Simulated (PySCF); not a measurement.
Polarisability as a sum over states

C6H10N2.
SMILES with atom numbers: `[CH3:1][CH:2]([CH3:3])[c:4]1[n:5][cH:6][cH:7][nH:8]1` (hydrogens: H9, H10, H11 on C1; H12 on C2; H13, H14, H15 on C3; H16 on C6; H17 on C7; H18 on N8)

Level of theory: TDDFT CAM-B3LYP/def2-SVPD, vertical, gas phase, core orbitals frozen in the response in PySCF 2.14.0, density-fitted response routines. Isolated species at its GFN2-xTB geometry (one conformer only). Torsions of this conformer, `[CH3:1][CH:2]([CH3:3])[c:4]1[n:5][cH:6][cH:7][nH:8]1`: C1–C2–C4–N5 118°.

Computed singlets:

| state | E (eV) | f |
| --- | --- | --- |
| S1 | 5.93 | 0.0012 |
| S2 | 6.57 | 0.230 |
| S3 | 6.84 | 0.0004 |
| S4 | 6.89 | 0.030 |
| S5 | 7.13 | 0.0018 |
| S6 | 7.25 | 0.029 |
| S7 | 7.60 | 0.0015 |
| S8 | 7.63 | 0.032 |

**Question.** How much of the mean static polarisability do these states give, one by one?

**Answer.** Each state adds f / ΔE² (ΔE in hartree, 27.2114 eV).

```
state  f/ΔE² (au)  running sum (au)  running share of α (%)
   S1        0.03              0.03                     0.0
   S2        3.95              3.97                     4.8
   S3        0.01              3.98                     4.9
   S4        0.47              4.45                     5.4
   S5        0.03              4.48                     5.5
   S6        0.40              4.88                     6.0
   S7        0.02              4.90                     6.0
   S8        0.40              5.31                     6.5
```

The full response gives 82.03 au (12.16 Å³), so 76.7 au comes from the higher roots of the same equations.

**Question.** By how much does the contribution of these states grow at 589.3 nm?

**Answer.** With ω = 0.0773 hartree each state's term in the mean polarisability goes from f / ΔE² to f / (ΔE² − ω²); the sum over all 8 states goes from 5.31 to 5.88 au, a rise of 0.58 au.

The largest single term belongs to S2, which also has the largest f.

A one-level model with all 44 active electrons at a single energy would need ΔE = √(N/α) = 19.9 eV to give this α, against S1 at 5.93 eV.
